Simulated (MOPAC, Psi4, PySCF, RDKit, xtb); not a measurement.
Internal rotation in SMILES C(SC)[SiH2]SC (C3H10S2Si), singlet. Scanned: dihedral C1–S2–C3–Si4; all other coordinates were relaxed at GFN2-xTB. Points at φ and −φ are mirror images.

Atom numbering (GFN2-xTB optimised geometry, Å):
```
16

C     -3.0512     0.1898     0.5786
S     -2.3888    -0.7305    -0.8350
C     -0.8259    -1.3292    -0.1171
Si     0.4643     0.0517    -0.1656
S      2.2394    -0.7366     0.7316
C      3.3157     0.7131     0.5323
H     -3.1436    -0.4775     1.4312
H     -2.4025     1.0276     0.8153
H     -4.0311     0.5496     0.2822
H     -0.5278    -2.1699    -0.7399
H     -1.0403    -1.7097     0.8794
H      0.7421     0.4439    -1.5449
H      0.0567     1.2237     0.6136
H      2.8874     1.5602     1.0578
H      4.2770     0.4550     0.9629
H      3.4286     0.9390    -0.5228
```

Methods: GFN1-xTB // GFN2-xTB (xtb); MMFF94 // GFN2-xTB (RDKit); RMP2/3-21G = restricted MP2 (frozen core)/3-21G // GFN2-xTB run with PySCF 2.14.0; PM6, restricted, heats of formation // GFN2-xTB (MOPAC); UFF // GFN2-xTB (RDKit); PBE-D3(BJ)/def2-SVP // GFN2-xTB (Psi4).

Energies in kcal/mol, each method relative to its own lowest point.

| φ / ° | GFN1-xTB | MMFF94 | RMP2/3-21G | PM6 | UFF | PBE-D3(BJ)/def2-SVP |
|---|---|---|---|---|---|---|
| -165 | 1.0 | 0.3 | 0.2 | 0.6 | 0.3 | 1.3 |
| -150 | 1.0 | 1.0 | 0.5 | 0.5 | 1.2 | 1.5 |
| -135 | 0.9 | 1.6 | 0.8 | 0.3 | 2.0 | 1.6 |
| -120 | 0.6 | 1.9 | 0.9 | 0.2 | 2.3 | 1.5 |
| -105 | 0.1 | 1.6 | 0.6 | 0.0 | 1.8 | 0.8 |
| -90 | 0.0 | 1.4 | 0.0 | 0.2 | 1.1 | 0.0 |
| -75 | 0.8 | 1.7 | 0.2 | 0.7 | 1.4 | 0.3 |
| -60 | 1.3 | 3.3 | 1.0 | 1.4 | 2.5 | 1.2 |
| -45 | 1.7 | 5.5 | 1.5 | 1.9 | 4.7 | 1.7 |
| -30 | 2.1 | 7.7 | 2.3 | 2.3 | 7.4 | 2.4 |
| -15 | 2.5 | 9.4 | 3.0 | 2.6 | 9.4 | 3.2 |
| 0 | 2.7 | 9.9 | 3.3 | 2.7 | 10.1 | 3.5 |
| 15 | 2.5 | 9.4 | 3.0 | 2.6 | 9.4 | 3.2 |
| 30 | 2.1 | 7.7 | 2.3 | 2.3 | 7.4 | 2.4 |
| 45 | 1.7 | 5.5 | 1.5 | 1.9 | 4.7 | 1.7 |
| 60 | 1.3 | 3.3 | 1.0 | 1.4 | 2.5 | 1.2 |
| 75 | 0.8 | 1.7 | 0.2 | 0.7 | 1.4 | 0.3 |
| 90 | 0.0 | 1.4 | 0.0 | 0.2 | 1.1 | 0.0 |
| 105 | 0.1 | 1.6 | 0.6 | 0.0 | 1.8 | 0.8 |
| 120 | 0.6 | 1.9 | 0.9 | 0.2 | 2.3 | 1.5 |
| 135 | 0.9 | 1.6 | 0.8 | 0.3 | 2.0 | 1.6 |
| 150 | 1.0 | 1.0 | 0.5 | 0.5 | 1.2 | 1.5 |
| 165 | 1.0 | 0.3 | 0.2 | 0.6 | 0.3 | 1.3 |
| 180 | 1.1 | 0.0 | 0.1 | 0.6 | 0.0 | 1.2 |

Root-mean-square difference from the PBE-D3(BJ)/def2-SVP profile, itself a level with limits, after the best constant shift (kcal/mol): GFN1-xTB 0.4, MMFF94 2.4, RMP2/3-21G 0.4, PM6 0.6, UFF 2.3.

MMFF94 has few fitted parameters for silicon.
